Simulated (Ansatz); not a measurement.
GeEt2Me2 (C6H16Ge). Charge 0, multiplicity 1. Geometry r2SCAN-D4/def2-SVP; atoms count from 1.

```xyz
23

Ge    0.2521   -0.3308   -0.0931
C     1.7659    0.9246   -0.1745
C     1.3968    2.3169   -0.6872
H     2.5436    0.4710   -0.8154
H     2.2065    0.9883    0.8370
H     2.2694    2.9914   -0.7223
H     0.9781    2.2758   -1.7067
H     0.6405    2.7999   -0.0459
C    -1.0970    0.3361    1.1769
C    -2.3031   -0.5895    1.3407
H    -1.4234    1.3351    0.8359
H    -0.5963    0.4950    2.1493
H    -3.0416   -0.1870    2.0549
H    -2.8292   -0.7442    0.3836
H    -2.0040   -1.5847    1.7104
C     0.8927   -2.0888    0.4914
H     0.0741   -2.8257    0.5028
H     1.3192   -2.0336    1.5057
H     1.6751   -2.4610   -0.1891
C    -0.5589   -0.4957   -1.8715
H    -1.3543   -1.2577   -1.8702
H     0.1960   -0.7946   -2.6164
H    -1.0021    0.4591   -2.1963
```

Estimate the Mulliken populations from the PBE0/def2-TZVP orbitals of Ansatz.


| atom | charge (e) |
| --- | --- |
| Ge1 | 0.28 |
| C2 | -0.27 |
| C3 | -0.39 |
| H4 | 0.12 |
| H5 | 0.11 |
| H6 | 0.13 |
| H7 | 0.12 |
| H8 | 0.12 |
| C9 | -0.28 |
| C10 | -0.39 |
| H11 | 0.11 |
| H12 | 0.12 |
| H13 | 0.13 |
| H14 | 0.12 |
| H15 | 0.12 |
| C16 | -0.48 |
| H17 | 0.14 |
| H18 | 0.14 |
| H19 | 0.14 |
| C20 | -0.49 |
| H21 | 0.14 |
| H22 | 0.14 |
| H23 | 0.14 |
Mulliken values depend strongly on the basis.

And the Mayer bond orders between heavy atoms (over 0.3)?

Ge1–C2 0.97 (1.97 Å); Ge1–C9 0.96 (1.97 Å); Ge1–C16 0.98 (1.96 Å); Ge1–C20 0.97 (1.96 Å); C2–C3 0.99 (1.53 Å); C9–C10 0.99 (1.53 Å).
